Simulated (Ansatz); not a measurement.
Isolated molecules relaxed with PBE0-D4/def2-TZVP in Ansatz; ΔE leaves out vibrations. CCSD(T)/CBS is the MP2 limit (def2-TZVPP, def2-QZVPP) plus CCSD(T) − MP2 in def2-TZVPP, frozen cores. This one scheme is used for every species. DFT in def2-TZVPP. Elements past krypton have def2 core potentials. For Sn outer-core shells are correlated without core-valence functions, which leaves a few kJ/mol of doubt a bond.

`C#CCC` + `[NH2][SnH3]` → `C#C[NH][SnH3]` + ethane  (substitution at a C–C bond)

(1) Is it downhill or uphill in electronic energy at CCSD(T)/CBS, and by how much? (Best estimate.)

(2) What do these levels give: BLYP-D4, r2SCAN0, CAM-B3LYP, MP2/def2-SVP, CCSD(T)/def2-TZVPP, HF/CBS(def2)? (An estimate is asked.)

Largest T1 diagnostic among the species: 0.014.

Results:

(1) The calculation gave: Uphill: ΔE = +25.3 kJ/mol.

(2) Computed: BLYP-D4 11.3, r2SCAN0 14.5, CAM-B3LYP 14.7, MP2/def2-SVP 10.8, CCSD(T)/def2-TZVPP 24.3, HF/CBS(def2) 17.8 kJ/mol.

At CCSD(T), def2-SVP lies −13.8 kJ/mol from the extrapolated value and def2-TZVPP −0.9 kJ/mol. Leaving LDA and LC-ωPBE aside and taking each functional with its dispersion term where it has one, the values, not all of them listed here, spread over 8.3 kJ/mol, from BLYP-D4 to ωB97M-V. LDA lies −4.5 kJ/mol from PBE without D4. In def2-TZVPP, CCSD(T) changes the Hartree–Fock value by +6.5 kJ/mol (the triples alone add +0.1 kJ/mol) and MP2 by +6.6 kJ/mol.
